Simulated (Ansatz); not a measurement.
`CS[SiH](O)F` + H₂S → `CS[SiH](F)S` + H₂O  (ligand exchange at the Si–O bond)

Gas-phase electronic energies from Ansatz, PBE0-D4/def2-TZVP geometries. CCSD(T)/CBS is the MP2 limit (def2-TZVPP, def2-QZVPP) plus CCSD(T) − MP2 in def2-TZVPP, frozen cores. This one scheme is used for every species. Functionals use def2-TZVPP. One conformer a species, not always the lowest.

CCSD(T)/CBS gives +10.9 kcal/mol.

Another level gave +10.3 kcal/mol. Which?
A. HF/def2-TZVPP
B. CCSD/def2-TZVPP
C. PBE0/def2-TZVPP
D. ωB97M-V/def2-TZVPP

C. PBE0 10.3, CCSD/def2-TZVPP 13.1, ωB97M-V 11.9, HF/def2-TZVPP 16.4 kcal/mol.

Largest T1 diagnostic among the species: 0.011.

The D4 term adds −1.7 kcal/mol with B3LYP and −0.9 kcal/mol with PBE0; it sums over pairs of atoms, weighted by their polarisabilities, and B3LYP, whose exchange is more repulsive, gets the larger term. In def2-TZVPP, CCSD(T) changes the Hartree–Fock value by −4.2 kcal/mol (the triples alone add −0.8 kcal/mol) and MP2 by −5.3 kcal/mol.

B3LYP here is the variant with VWN-RPA as its local correlation; programs differ in this.
